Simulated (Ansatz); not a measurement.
A made-up structure of CH₃SZn (charge +1), closed shell:

S1  (-1.405, -0.506, -0.206)
C2  (0.115, -0.176, -0.293)
Zn3  (0.627, 0.814, 0.928)
H4  (-1.254, -1.167, -1.202)
H5  (0.890, -0.518, -1.063)
H6  (1.026, 1.554, 1.835)
(Å)

It is relaxed with PBE-D4/def2-SVP and then PBE0-D4/def2-TZVP (Ansatz 0.2.0). Atoms count as bonded within 1.22 times the sum of their covalent radii (H–H: 0.88 Å). The end point is not checked to be a true minimum.

Q: Does its bonding change? (A judgement: the text doesn't fix the answer.)

A: Computed: Yes. Formed: none; broken: S1–Zn3.

Where it ends: The first stage lowers the energy by 3.36 eV in 7 steps. It ends as CH₃SZn ([SH][CH][ZnH]), total charge +1:
```xyz
6
angstrom
S -1.4713 -0.6710 -0.4159
C 0.0708 -0.2049 -0.3175
Zn 0.7903 1.0021 1.1366
H -1.4745 -1.4537 -1.5286
H 0.7412 -0.5776 -1.0935
H 1.3436 1.9051 2.2189
```

Labels in which every atom is bracketed show which atoms are joined, not bond orders.

For scale, one of the runs: PBE0-D4/def2-TZVP relaxation, 134 basis functions, launched by `ansatz run in.yaml --threads 2 --pin off --events-out ev --progress --plain --max-ram 4352MiB`. Hardware: 2 CPU threads of an Intel Xeon 6975P-C, shared host. Wall time about 15 s.
